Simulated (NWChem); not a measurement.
WHOF$_{5}$; SMILES [OH][W]([F])([F])([F])([F])[F]

```xyz
8

W      0.0000     0.0002    -0.0081
F      0.0002    -0.0508     1.8587
F      1.7654    -0.6202     0.0451
F      0.6187     1.7630     0.1107
F     -0.6185    -1.7666     0.0139
F     -1.7655     0.6165     0.0796
O     -0.0003     0.0512    -1.8542
H     -0.0008     0.0797    -2.8232
```
Atoms are numbered in this order, from 1.

Results from NWChem. The highest occupied level is degenerate, so the cation is one component of its state. Geometry: optimised at PBE-D3(BJ)/def2-SVP. Not confirmed as a minimum by frequencies. def2 effective core potentials on W; no spin-orbit coupling. Ions are spin-unrestricted doublets at the neutral geometry. Hybrids' shares of exact exchange are those that their runs print; pure functionals count as 0. The functionals differ in more than this share.

| row | share of exact exchange | ΔSCF ionisation energy minus −ε(HOMO) (eV) |
|---|---|---|
| B3LYP/def2-SVP | 0.20 | 2.48 |
| PBE0/def2-SVP | 0.25 | 2.21 |
| M06-2X/def2-SVP | 0.54 | 0.89 |
| Hartree-Fock/def2-SVP | 1.00 | withheld |

Problem. Fit a straight line of the last column on the one before it, predict the withheld value, and compare with the run.

Solution. 
1. Means of the 3 shown rows: x = 0.330, y = 1.860. Slope Σ(x − x̄)(y − ȳ)/Σ(x − x̄)² = -0.3123/0.06740 = -4.634; intercept 3.389.
2. The shown rows scatter about the line by 0.016 (root mean square); the largest residual is -0.02, at PBE0/def2-SVP.
3. At x = 1.00 (Hartree-Fock/def2-SVP; beyond the shown range) the line gives -1.25.
4. The run gives -3.17, -1.92 from the line. The line crosses zero at a share of 0.73.
